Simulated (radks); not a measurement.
Results of a calculation; reference values are marked as such.
Task: Isoelectronic series with 4 electrons, each ion in its NIST ground configuration. Code: a radial shooting solver on a logarithmic mesh with Libxc functionals. Model: scalar-relativistic Kohn-Sham, PBE, spin-polarised, spherical densities, finite nucleus; Fermi nuclear charge, rms radius of each element as measured or else 0.836 A^(1/3) + 0.57 fm. Total energies (hartree) and mean radii <r> (bohr):

| ion | configuration | E (hartree) | 2s | 1s |
|---|---|---|---|---|
| Be | [He] 2s2 | -14.63287 | 2.603 | 0.4208 |
| B+ | [He] 2s2 | -24.30114 | 1.779 | 0.3291 |
| C2+ | [He] 2s2 | -36.47795 | 1.361 | 0.2701 |
| N3+ | [He] 2s2 | -51.16299 | 1.105 | 0.2290 |
| O4+ | [He] 2s2 | -68.35793 | 0.9308 | 0.1986 |
| F5+ | [He] 2s2 | -88.06536 | 0.8044 | 0.1754 |
| Ne6+ | [He] 2s2 | -110.28849 | 0.7083 | 0.1570 |
| Mg8+ | [He] 2s2 | -162.29726 | 0.5718 | 0.1297 |
| Al9+ | [He] 2s2 | -192.09176 | 0.5216 | 0.1193 |
| Si10+ | [He] 2s2 | -224.41967 | 0.4794 | 0.1105 |
| P11+ | [He] 2s2 | -259.28659 | 0.4435 | 0.1028 |
| S12+ | [He] 2s2 | -296.69853 | 0.4126 | 0.09615 |
| Ar14+ | [He] 2s2 | -379.18392 | 0.3620 | 0.08508 |
| K15+ | [He] 2s2 | -424.27179 | 0.3411 | 0.08044 |
| Ca16+ | [He] 2s2 | -471.93346 | 0.3224 | 0.07627 |
| Sc17+ | [He] 2s2 | -522.17730 | 0.3056 | 0.07251 |
| Ti18+ | [He] 2s2 | -575.01221 | 0.2905 | 0.06909 |
| V19+ | [He] 2s2 | -630.44760 | 0.2767 | 0.06597 |

Estimate the row of Cl13+ ([He] 2s2).

Result: E (hartree) -336.66198; 2s 0.3857; 1s 0.09028.
